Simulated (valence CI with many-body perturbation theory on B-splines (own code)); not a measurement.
# E1 line list for Cl V

Method: valence CI with perturbative core correlation (CI+MBPT): three valence electrons over a frozen Dirac-Fock core [Ne], a basis of 11 s, 11 p, 10 d, 8 f, 5 g, 2 h functions for each j, with the one-electron correlation potential Σ1, the two-electron term Σ2, the three-electron term Σ3, Breit, model QED; selected CI, second order for the rest, scaled by the run's own slope (own B-spline code, finite nucleus).

No measured spectrum was set against this ion. As an estimate, levels hold to about 100 cm⁻¹ or 0.05 % of their energy and the worst to 300 or 400 cm⁻¹, as in measured light ions of charge 2 to 7.

Lines 251 to 300 of 567 in falling wavelength, among levels below 488040 cm⁻¹, chosen from the strongest by gf and those to the six lowest levels. Wavelengths and rates use the calculated energies, so an error of 100 cm⁻¹ moves a line at 74.71 nm by 0.075 % and its rate by three times that or more. Electric multipoles are in the length gauge, E1 and E2 with the static RPA response of the core. Weak lines are less certain than strong ones. Lines between different terms over intervals too small for the method are left out, as are lines whose strength nearly cancels. Where a level lies close to another of its J and parity, the split of strength between their lines is uncertain. The highest levels of a list are the least certain.

Names give the largest LS component (configuration and term), which can be under half, so a name can repeat, a term be missing and a line seem to break the LS rules; names also repeat where a configuration has a term twice. Letters in brackets count levels of one name in rising energy.

| λ vac (nm) | Upper | Lower | A (s⁻¹) | S (a.u.) with core polarisation | S without |
| --- | --- | --- | --- | --- | --- |
| 74.71 | 3p2 3d 4F_7/2 | 3s 3p 3d 4F°_5/2 | 3.98e+08 | 6.56e-01 | 6.88e-01 |
| 74.67 | 3s 3p 3d 2F°_7/2 [b] | 3s2 3d 2D_5/2 | 3.41e+09 | 5.60e+00 | 5.87e+00 |
| 74.66 | 3p2 3d 4F_9/2 | 3s 3p 3d 4F°_7/2 | 2.59e+08 | 5.32e-01 | 5.58e-01 |
| 74.56 | 3s 3d2 2D_3/2 | 3s 3p 3d 2P°_1/2 [b] | 1.03e+09 | 8.47e-01 | 8.85e-01 |
| 74.47 | 3s 3p 3d 2F°_5/2 [b] | 3s2 3d 2D_3/2 | 3.22e+09 | 3.93e+00 | 4.12e+00 |
| 73.23 | 3p2 3d 2F_7/2 [b] | 3s 3p 3d 2F°_7/2 [a] | 1.23e+09 | 1.91e+00 | 2.00e+00 |
| 73.16 | 3p2 3d 2D_5/2 [b] | 3s 3p 3d 2F°_7/2 [a] | 2.55e+09 | 2.96e+00 | 3.10e+00 |
| 73.08 | 3p2 3d 2D_3/2 [b] | 3s 3p 3d 2F°_5/2 [a] | 2.52e+09 | 1.94e+00 | 2.03e+00 |
| 72.74 | 3p2 3d 2F_5/2 [b] | 3s 3p 3d 2F°_5/2 [a] | 1.34e+09 | 1.53e+00 | 1.60e+00 |
| 72.69 | 3s 3d2 2G_7/2 | 3s 3p 3d 2F°_5/2 [b] | 1.81e+09 | 2.74e+00 | 2.89e+00 |
| 72.45 | 3s 3d2 2G_9/2 | 3s 3p 3d 2F°_7/2 [b] | 1.95e+09 | 3.65e+00 | 3.86e+00 |
| 71.57 | 3p3 2P°_3/2 | 3s 3p2 2D_5/2 | 2.61e+09 | 1.89e+00 | 1.98e+00 |
| 71.53 | 3p3 2P°_3/2 | 3s 3p2 2D_3/2 | 2.80e+08 | 2.02e-01 | 2.11e-01 |
| 71.51 | 3p3 2P°_1/2 | 3s 3p2 2D_3/2 | 2.95e+09 | 1.07e+00 | 1.11e+00 |
| 70.71 | 3p2 3d 4D_7/2 | 3s 3p 3d 4F°_9/2 | 3.05e+09 | 4.25e+00 | 4.43e+00 |
| 70.69 | 3p2 3d 4P_5/2 | 3s 3p 3d 4D°_7/2 | 3.59e+09 | 3.76e+00 | 3.94e+00 |
| 70.64 | 3p2 3d 4P_5/2 | 3s 3p 3d 4D°_5/2 | 5.07e+08 | 5.29e-01 | 5.54e-01 |
| 70.57 | 3p2 3d 4D_5/2 | 3s 3p 3d 4F°_7/2 | 2.89e+09 | 3.01e+00 | 3.13e+00 |
| 70.45 | 3p2 3d 4P_3/2 | 3s 3p 3d 4D°_5/2 | 3.30e+09 | 2.27e+00 | 2.38e+00 |
| 70.43 | 3p2 3d 4D_7/2 | 3s 3p 3d 4F°_7/2 | 4.49e+08 | 6.19e-01 | 6.45e-01 |
| 70.42 | 3p2 3d 4D_3/2 | 3s 3p 3d 4F°_5/2 | 2.88e+09 | 1.99e+00 | 2.07e+00 |
| 70.37 | 3p2 3d 4P_3/2 | 3s 3p 3d 4D°_3/2 | 1.23e+09 | 8.44e-01 | 8.85e-01 |
| 70.35 | 3p2 3d 4D_5/2 | 3s 3p 3d 4F°_5/2 | 7.49e+08 | 7.73e-01 | 8.05e-01 |
| 70.30 | 3s2 5p 2P°_1/2 | 3s2 4s 2S_1/2 | 2.13e+09 | 7.31e-01 | 7.49e-01 |
| 70.29 | 3p2 3d 4D_1/2 | 3s 3p 3d 4F°_3/2 | 3.28e+09 | 1.12e+00 | 1.17e+00 |
| 70.27 | 3p2 3d 4D_3/2 | 3s 3p 3d 4F°_3/2 | 8.27e+08 | 5.66e-01 | 5.90e-01 |
| 70.25 | 3p2 3d 4P_1/2 | 3s 3p 3d 4D°_3/2 | 2.93e+09 | 1.00e+00 | 1.05e+00 |
| 70.18 | 3s2 5p 2P°_3/2 | 3s2 4s 2S_1/2 | 2.09e+09 | 1.43e+00 | 1.46e+00 |
| 70.17 | 3p2 3d 4P_1/2 | 3s 3p 3d 4D°_1/2 | 2.52e+09 | 8.59e-01 | 8.99e-01 |
| 69.53 | 3s 3p 4f 2D_5/2 | 3s 3p 3d 2D°_5/2 [b] | 8.72e+08 | 8.68e-01 | 8.93e-01 |
| 69.50 | 3s2 6s 2S_1/2 | 3s2 4p 2P°_3/2 | 1.71e+09 | 5.66e-01 | 5.72e-01 |
| 69.48 | 3s 3p 4p 4D_5/2 | 3s 3p 3d 4F°_7/2 | 1.45e+09 | 1.44e+00 | 1.40e+00 |
| 69.47 | 3s 3p 4p 4D_3/2 | 3s 3p 3d 4F°_5/2 | 1.04e+09 | 6.89e-01 | 6.68e-01 |
| 69.41 | 3p2 3d 4P_5/2 | 3s 3p 3d 4P°_3/2 | 5.88e+08 | 5.82e-01 | 6.10e-01 |
| 69.38 | 3p2 3d 4P_3/2 | 3s 3p 3d 4P°_1/2 | 8.00e+08 | 5.28e-01 | 5.53e-01 |
| 69.34 | 3s 3p 4p 4D_7/2 | 3s 3p 3d 4F°_9/2 | 1.68e+09 | 2.21e+00 | 2.16e+00 |
| 69.23 | 3s 3p 4f 2D_3/2 | 3s 3p 3d 2D°_3/2 [b] | 9.21e+08 | 6.03e-01 | 6.21e-01 |
| 69.20 | 3p2 3d 4P_5/2 | 3s 3p 3d 4P°_5/2 | 1.43e+09 | 1.40e+00 | 1.47e+00 |
| 68.82 | 3s 3p2 2S_1/2 | 3s2 3p 2P°_3/2 | 2.09e+09 | 6.71e-01 | 7.01e-01 |
| 68.26 | 3p3 4S°_3/2 | 3s 3p2 4P_5/2 | 4.82e+09 | 3.03e+00 | 3.17e+00 |
| 68.12 | 3s 3p2 2S_1/2 | 3s2 3p 2P°_1/2 | 1.69e+09 | 5.26e-01 | 5.49e-01 |
| 67.87 | 3p3 4S°_3/2 | 3s 3p2 4P_3/2 | 3.27e+09 | 2.02e+00 | 2.11e+00 |
| 67.62 | 3p3 4S°_3/2 | 3s 3p2 4P_1/2 | 1.66e+09 | 1.01e+00 | 1.06e+00 |
| 67.13 | 3p2 3d 2D_3/2 [b] | 3s 3p 3d 2D°_3/2 [a] | 1.02e+09 | 6.12e-01 | 6.42e-01 |
| 67.11 | 3s 3p 4p 2P_1/2 [b] | 3s2 4p 2P°_3/2 | 2.25e+09 | 6.71e-01 | 7.00e-01 |
| 67.09 | 3s2 6g 2G_7/2 | 3s 3p 3d 2F°_5/2 [b] | 4.75e+08 | 5.66e-01 | 5.71e-01 |
| 67.02 | 3s 3p 4p 2D_5/2 [b] | 3s2 4p 2P°_3/2 | 6.26e+09 | 5.58e+00 | 5.83e+00 |
| 66.96 | 3s 3p 4p 2D_3/2 [b] | 3s2 4p 2P°_1/2 | 6.39e+09 | 3.78e+00 | 3.95e+00 |
| 66.95 | 3s 3p 4p 2P_3/2 [b] | 3s2 4p 2P°_3/2 | 7.03e+09 | 4.16e+00 | 4.35e+00 |
| 66.94 | 3s2 6g 2G_9/2 | 3s 3p 3d 2F°_7/2 [b] | 5.32e+08 | 7.87e-01 | 7.95e-01 |
